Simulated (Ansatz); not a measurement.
Reaction (ligand exchange at a B–O bond): `BOC` + `C[NH][ZnH]` → `B[N](C)[ZnH]` + CH₃OH

Gas-phase electronic energies from Ansatz, PBE0-D4/def2-TZVP geometries. CBS: MP2 limit from def2 TZ/QZ plus the TZ coupled-cluster correction, frozen cores. This one scheme is used for every species. DFT in def2-TZVPP. For Zn outer-core shells are correlated without core-valence functions, which leaves a few kJ/mol of doubt a bond. Scalar relativity is left out up to krypton.

Task: Is it downhill or uphill in electronic energy at CCSD(T)/CBS, and by how much? (An estimate is asked.)

Result: Ansatz gave: Downhill: ΔE = -3.2 kcal/mol.

Task: What do these levels give: PBE-D4, PBE0-D4, ωB97X-V, SCS-MP2/def2-TZVPP, CCSD(T)/def2-TZVPP, SCS-MP2/def2-QZVPP? (Estimate.)

Result: Computed: PBE-D4 -3.3, PBE0-D4 -3.6, ωB97X-V -2.1, SCS-MP2/def2-TZVPP -3.1, CCSD(T)/def2-TZVPP -3.8, SCS-MP2/def2-QZVPP -2.7 kcal/mol.

Largest T1 diagnostic among the species: 0.016.

In def2-TZVPP, CCSD(T) changes the Hartree–Fock value by −3.2 kcal/mol (the triples alone add −0.5 kcal/mol) and MP2 by −3.1 kcal/mol. The D4 term adds −0.9 kcal/mol with B3LYP and −0.5 kcal/mol with PBE0; it sums over pairs of atoms, weighted by their polarisabilities, and B3LYP, whose exchange is more repulsive, gets the larger term.

B3LYP here is the variant with VWN-RPA as its local correlation; programs differ in this.
